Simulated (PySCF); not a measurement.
PySCF 2.14 output of a UHF calculation on a single atom or ion in x2c-QZVPPall, with scalar relativity by spin-free X2C-1e:

```
SCF conv_tol = 1e-09
number electrons alpha = 23  beta = 21
cycle= 1 E= -5310.70936637796  delta_E= -0.00944  |g|= 0.0418  |ddm|= 0.0454
cycle= 2 E= -5310.70971877396  delta_E= -0.000352  |g|= 0.00876  |ddm|= 0.00876
cycle= 3 E= -5310.70973564112  delta_E= -1.69e-05  |g|= 0.00105  |ddm|= 0.00271
cycle= 4 E= -5310.70973583296  delta_E= -1.92e-07  |g|= 0.000323  |ddm|= 0.000416
cycle= 5 E= -5310.70973586742  delta_E= -3.45e-08  |g|= 3.8e-05  |ddm|= 0.000181
cycle= 6 E= -5310.70973586805  delta_E= -6.23e-10  |g|= 8.28e-06  |ddm|= 3.04e-05
converged SCF energy = -5310.70973586805  <S^2> = 2.003543  2S+1 = 3.0023611
```

The run itself started from symmetry-adapted Hartree-Fock orbitals and held the occupation by maximum overlap, so the iterations belong to that start.

Which element, charge and spin multiplicity is this?

Ag³⁺ (silver, charge +3), multiplicity 3; the state was [Kr] 4d8, high-spin 3F determinant.
